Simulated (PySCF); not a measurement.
ammonia (H$_{3}$N), singlet, at a GFN2-xTB geometry; PBE0/def2-SVP, TDA in PySCF.

The PySCF input:
```python
from pyscf import gto, scf, dft, tdscf

mol = gto.M(
    atom='''
N    -0.00088861    0.00220129    0.11002386
H     0.01587655    0.93846578   -0.27548989
H     0.81249024   -0.48875726   -0.24050098
H    -0.82214652   -0.46511757   -0.25417613
''',
    basis='def2-svp',
    verbose=3,
)

mf = dft.RKS(mol)
mf.xc = 'pbe0'
mf.kernel()
td = mf.TDA()
td.nstates = 15
td.kernel()
td.analyze()
```

### Question
What does PySCF print? Leave out banner, timings and long lists.

### Answer

```
converged SCF energy = -56.4404333970168
Excitation energies (eV)
[ 7.21999932  9.39466974  9.39467173 12.87478244 12.8747867  14.80867845
 15.11481006 15.11481198 16.89504675 19.61858516 19.6185914  22.82125158
 24.05281684 24.97387993 25.6428401 ]

** Singlet excitation energies and oscillator strengths **
Excited State   1:      7.22000 eV    171.72 nm  f=0.0374
Excited State   2:      9.39467 eV    131.97 nm  f=0.0315
Excited State   3:      9.39467 eV    131.97 nm  f=0.0315
Excited State   4:     12.87478 eV     96.30 nm  f=0.2200
Excited State   5:     12.87479 eV     96.30 nm  f=0.2200
Excited State   6:     14.80868 eV     83.72 nm  f=0.0000
Excited State   7:     15.11481 eV     82.03 nm  f=0.2036
Excited State   8:     15.11481 eV     82.03 nm  f=0.2036
Excited State   9:     16.89505 eV     73.38 nm  f=0.1398
Excited State  10:     19.61859 eV     63.20 nm  f=0.0619
Excited State  11:     19.61859 eV     63.20 nm  f=0.0619
Excited State  12:     22.82125 eV     54.33 nm  f=0.0446
Excited State  13:     24.05282 eV     51.55 nm  f=0.0096
Excited State  14:     24.97388 eV     49.65 nm  f=0.0000
Excited State  15:     25.64284 eV     48.35 nm  f=0.1318
```
